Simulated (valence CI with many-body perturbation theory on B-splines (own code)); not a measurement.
The numbers below are computed, except where a source is named.
Energy levels of Er XX

Method: valence CI with perturbative core correlation (CI+MBPT): three valence electrons over a frozen Dirac-Fock core [Kr] 4d10, a basis of 7 s, 7 p, 7 d, 7 f, 4 g, 2 h functions for each j, with the one-electron correlation potential Σ1, the two-electron term Σ2, the three-electron term Σ3, Breit, model QED; selected CI, second order for the rest, scaled by the run's own slope (own B-spline code, finite nucleus).

No measured spectrum was set against this ion. As an estimate, terms of the open shell hold to a few per cent of their energy, and close levels can change places. The list stops below the first excitations out of the core.

Levels 46 to 90 of 144, with energies above the lowest level, (4f5/2^3) J=9/2. "Leading %" is the weight of the configuration and term that name the level; weights of strongly mixed levels are sums over their largest components and can fall short. In the jj column 3d3/2^4 stands for four electrons in 3d with j = 3/2.

```tsv
No.	Configuration	Term	J	E (cm⁻¹)	Leading %	Second component	g	Leading jj
46	4f2 5s	4F	5/2	362670	83	10 % 4f2 5s 2F	1.020	4f5/2^2 5s (63 %)
47	4f2 5s	2H	9/2	365090	61	24 % 4f2 5s 4H	0.962	4f5/2 4f7/2 5s (81 %)
48	4f2 5s	4F	7/2	368830	91	7 % 4f2 5s 2G	1.204	4f5/2 4f7/2 5s (97 %)
49	4f2 5s	4H	13/2	369770	98		1.227	4f7/2^2 5s (75 %)
50	4f2 5s	4F	9/2	371010	57	25 % 4f2 5s 2G	1.199	4f5/2 4f7/2 5s (95 %)
51	4f2 5s	2G	7/2	375830	60	32 % 4f2 5s 2F	0.972	4f5/2 4f7/2 5s (90 %)
52	4f2 5s	2F	5/2	376500	81	14 % 4f2 5s 4F	0.896	4f5/2 4f7/2 5s (79 %)
53	4f2 5s	2H	11/2	379970	90	7 % 4f2 5s 4H	1.087	4f7/2^2 5s (66 %)
54	4f2 5s	2G	9/2	386200	58	38 % 4f2 5s 4F	1.185	4f7/2^2 5s (95 %)
55	4f2 5s	2F	7/2	391740	67	27 % 4f2 5s 2G	1.073	4f7/2^2 5s (94 %)
56	4f2 5s	2D	5/2	396920	59	32 % 4f2 5s 4P	1.299	4f5/2 4f7/2 5s (74 %)
57	4f2 5s	2D	3/2	398150	73	12 % 4f2 5s 4P	0.935	4f5/2 4f7/2 5s (59 %)
58	4f2 5s	4P	1/2	401470	94		2.595	4f5/2^2 5s (61 %)
59	4f2 5s	4P	3/2	406380	85	7 % 4f2 5s 2D	1.632	4f5/2 4f7/2 5s (90 %)
60	4f2 5s	2I	13/2	408940	98		1.078	4f5/2 4f7/2 5s (75 %)
61	4f2 5s	2I	11/2	409170	97		0.926	4f5/2 4f7/2 5s (72 %)
62	4f2 5s	4P	5/2	414740	67	31 % 4f2 5s 2D	1.464	4f7/2^2 5s (88 %)
63	4f2 5s	2P	1/2	415390	95		0.744	4f5/2 4f7/2 5s (81 %)
64	4f2 5s	2P	3/2	423180	84	13 % 4f2 5s 2D	1.268	4f7/2^2 5s (67 %)
65	4f2 5s	2S	1/2	477120	96		1.994	4f7/2^2 5s (76 %)
66	4f2 5p	4I°	9/2	612190	60	31 % 4f2 5p 2H°	0.809	4f5/2^2 5p1/2 (96 %)
67	4f2 5p	4H°	7/2	619450	47	34 % 4f2 5p 2G°	0.804	4f5/2^2 5p1/2 (90 %)
68	4f2 5p	4G°	5/2	627320	70	24 % 4f2 5p 2F°	0.670	4f5/2^2 5p1/2 (82 %)
69	4f2 5p	4I°	11/2	628470	52	18 % 4f2 5p 4H°	1.005	4f5/2 4f7/2 5p1/2 (99 %)
70	4f2 5p	4H°	9/2	629040	38	27 % 4f2 5p 4G°	1.045	4f5/2 4f7/2 5p1/2 (98 %)
71	4f2 5p	2D°	3/2	630690	45	40 % 4f2 5p 4F°	0.704	4f5/2^2 5p1/2 (76 %)
72	4f2 5p	4G°	7/2	636180	39	18 % 4f2 5p 4F°	1.045	4f5/2 4f7/2 5p1/2 (95 %)
73	4f2 5p	4F°	5/2	638490	35	29 % 4f2 5p 4D°	1.157	4f5/2 4f7/2 5p1/2 (97 %)
74	4f2 5p	2H°	9/2	639860	31	30 % 4f2 5p 2G°	1.064	4f5/2 4f7/2 5p1/2 (95 %)
75	4f2 5p	4G°	11/2	640590	53	26 % 4f2 5p 2H°	1.193	4f7/2^2 5p1/2 (76 %)
76	4f2 5p	2I°	13/2	642660	36	34 % 4f2 5p 4H°	1.132	4f7/2^2 5p1/2 (67 %)
77	4f2 5p	2F°	7/2	643290	35	27 % 4f2 5p 4D°	1.143	4f5/2 4f7/2 5p1/2 (94 %)
78	4f2 5p	2F°	7/2	654350	34	28 % 4f2 5p 4D°	1.176	4f7/2^2 5p1/2 (97 %)
79	4f2 5p	2H°	9/2	657910	36	19 % 4f2 5p 2G°	1.067	4f7/2^2 5p1/2 (98 %)
80	4f2 5p	2P°	3/2	662800	37	26 % 4f2 5p 2D°	1.206	4f5/2 4f7/2 5p1/2 (65 %)
81	4f2 5p	2F°	5/2	663960	51	22 % 4f2 5p 2D°	1.018	4f5/2 4f7/2 5p1/2 (70 %)
82	4f2 5p	4D°	1/2	668040	55	17 % 4f2 5p 2S°	0.712	4f5/2^2 5p1/2 (74 %)
83	4f2 5p	4P°	1/2	670680	38	31 % 4f2 5p 2S°	1.628	4f5/2 4f7/2 5p1/2 (97 %)
84	4f2 5p	2I°	11/2	675220	53	45 % 4f2 5p 2H°	1.000	4f5/2 4f7/2 5p1/2 (74 %)
85	4f2 5p	2K°	13/2	675800	57	38 % 4f2 5p 2I°	0.996	4f5/2 4f7/2 5p1/2 (67 %)
86	4f2 5p	4D°	3/2	675890	59	14 % 4f2 5p 2P°	1.226	4f5/2 4f7/2 5p1/2 (89 %)
87	4f2 5p	4S°	3/2	683500	36	26 % 4f2 5p 4P°	1.611	4f7/2^2 5p1/2 (79 %)
88	4f2 5p	2D°	5/2	684020	35	30 % 4f2 5p 4D°	1.201	4f7/2^2 5p1/2 (82 %)
89	4f2 5p	4H°	7/2	727110	39	28 % 4f2 5p 2G°	0.841	4f5/2^2 5p3/2 (94 %)
90	4f2 5p	4H°	9/2	727400	35	29 % 4f2 5p 2H°	0.903	4f5/2^2 5p3/2 (87 %)
```

Where two levels of one J and parity lie close, their mixing, g and order are uncertain.
